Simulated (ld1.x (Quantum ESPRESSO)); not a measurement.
**Configuration tests for tin (Sn) (TM)**

tin, norm-conserving Troullier–Martins (Kleinman–Bylander form), made with ld1.x (Quantum ESPRESSO) 7.5 (BLYP, non-relativistic). Core [Kr] 4d10, reference 5s2 5p1 (charge +1). Waves: 5p (bound): rc 2.70 bohr; 5d channel at 0.2 Ry: rc 2.40 bohr; 5s (bound): rc 1.65 bohr. Local part: the s channel. Core correction: none.

Energies are relative to the spin-unpolarised reference configuration 5s2 5p1; without spin polarisation the order of configurations can differ from experiment.

```json
{"valence configuration": "5s2 5p2", "charge": "0", "ΔE all-electron (eV)": "-6.845", "error AE − PS (meV)": "+22"}
{"valence configuration": "5s2 5p0", "charge": "+2", "ΔE all-electron (eV)": "13.964", "error AE − PS (meV)": "+57"}
{"valence configuration": "5s1 5p0", "charge": "+3", "ΔE all-electron (eV)": "43.849", "error AE − PS (meV)": "+349"}
{"valence configuration": "5s1 5p2", "charge": "+1", "ΔE all-electron (eV)": "6.744", "error AE − PS (meV)": "+27"}
{"valence configuration": "5s0 5p4", "charge": "0", "ΔE all-electron (eV)": "5.702", "error AE − PS (meV)": "+174"}
{"valence configuration": "5s2 5p1.5", "charge": "+0.5", "ΔE all-electron (eV)": "-4.248", "error AE − PS (meV)": "+7.1"}
```

What are ΔE and the potential's error for 5s2 5p2.3?

ΔE = -7.680 eV all-electron; the error (AE − PS) is +31 meV.

Levels in the configuration 5s2 5p0:

```tsv
level	all-electron (eV)	pseudo (eV)
5s	-25.108	-24.990
```

ld1.x printed “convergence not achieved” for 6 of the counted tests; their residual had stalled under 1e-8, short of the target of 1e-14.

Note: ghost state, extra bound levels that the all-electron valence spectrum of the same l lacks: d at -865.9 eV. A true bound ghost makes a file unfit for plane-wave use.
